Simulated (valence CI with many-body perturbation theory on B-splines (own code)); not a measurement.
Cs13+: one-electron terms

Computed by valence CI with perturbative core correlation (CI+MBPT): six valence electrons over a frozen Dirac-Fock core [Kr], radial functions for each j: 7 s, 7 p, 8 d, 6 f, 4 g, 1 h, with the one-electron correlation potential Σ1, the two-electron term Σ2, the three-electron term Σ3, Breit, model QED; selected CI, second order for the rest, scaled by the run's own slope (own B-spline code, finite nucleus).

No measured spectrum was set against this ion. As an estimate, terms of the open shell hold to 2 to 4 % of their energy, and close levels can change places. Core correlation moves these levels by up to 9100 cm⁻¹, and in measured spectra 5 to 20 % of such shifts remained as error; rates that hang on mixing are uncertain with them. Among the levels kept, up to 1000 cm⁻¹ of a level comes from second order outside the variational space, and about a tenth of that is noise between levels of different J, which matters for small intervals. The list stops below the first excitations out of the core. Only levels of the ground parity were solved; by the run's estimate the other parity begins above the list, which can be wrong where configurations are misplaced.

These are the spectroscopic orbitals of the CI (the correlating ones are not listed), shaped by the core and the other valence electrons. h is the expectation value of the core's Dirac-Fock operator, without the valence repulsion; Σ1 is computed up to l = 3 at one energy for each symmetry, that of its lowest orbital but kept below the first core excitation, so for empty shells it is not the orbital's own correlation shift; Breit and QED include the response of the core.

```csv
Orbital,h (hartree),Σ1 (cm⁻¹),Breit (cm⁻¹),QED (cm⁻¹),⟨r⟩ (bohr)
5s1/2,-11.992,-8576,600,502,1.348
6s1/2,-7.4171,-3038,295,245,2.211
7s1/2,-5.0548,-1492,164,137,3.290
5p1/2,-11.121,-7391,889,-30.1,1.417
6p1/2,-6.9748,-2829,454,-14.9,2.316
7p1/2,-4.7997,-1442,259,-8.4,3.433
5p3/2,-10.891,-6807,524,18.2,1.451
6p3/2,-6.8615,-2664,272,9.6,2.357
7p3/2,-4.7352,-1370,165,5.6,3.482
4d3/2,-17.367,-17908,972,-206,0.7591
5d3/2,-9.4634,-5557,335,-50.2,1.581
6d3/2,-6.1282,-2509,170,-24.5,2.575
4d5/2,-17.245,-17511,353,-143,0.7662
5d5/2,-9.4172,-5515,157,-31.6,1.590
6d5/2,-6.1046,-2497,82.7,-15.3,2.585
4f5/2,-13.169,-30279,-196,-112,0.8579
5f5/2,-7.8469,-6455,-26.9,-34.6,1.809
4f7/2,-13.152,-28786,-410,-100,0.8603
5f7/2,-7.8393,-6293,-105,-29.9,1.811
5g7/2,-6.8824,,-15.9,-3.9,1.888
5g9/2,-6.882,,-20.7,-3.0,1.888
```

Among the shells of the start configuration 4d6, Σ1 is largest in size for 4d3/2, where it is 0.47 % of h.

Lowest root of each symmetry, sizes in configuration state functions:

```json
{"J": "0", "Parity": "even", "Roots": "5", "Reference": "9", "Variational": "39025", "Second order": "1337399", "Change by selected CI (cm⁻¹)": "-33068", "Change by second order (cm⁻¹)": "-63"}
{"J": "1", "Parity": "even", "Roots": "4", "Reference": "15", "Variational": "35283", "Second order": "3297115", "Change by selected CI (cm⁻¹)": "-32522", "Change by second order (cm⁻¹)": "-211"}
{"J": "2", "Parity": "even", "Roots": "8", "Reference": "25", "Variational": "34809", "Second order": "4425033", "Change by selected CI (cm⁻¹)": "-32453", "Change by second order (cm⁻¹)": "-505"}
{"J": "3", "Parity": "even", "Roots": "6", "Reference": "23", "Variational": "32475", "Second order": "6643869", "Change by selected CI (cm⁻¹)": "-30950", "Change by second order (cm⁻¹)": "-650"}
{"J": "4", "Parity": "even", "Roots": "7", "Reference": "19", "Variational": "32391", "Second order": "5433377", "Change by selected CI (cm⁻¹)": "-31115", "Change by second order (cm⁻¹)": "-677"}
{"J": "5", "Parity": "even", "Roots": "2", "Reference": "10", "Variational": "32665", "Second order": "5092146", "Change by selected CI (cm⁻¹)": "-33031", "Change by second order (cm⁻¹)": "-654"}
{"J": "6", "Parity": "even", "Roots": "2", "Reference": "6", "Variational": "32951", "Second order": "5300321", "Change by selected CI (cm⁻¹)": "-33133", "Change by second order (cm⁻¹)": "-437"}
```
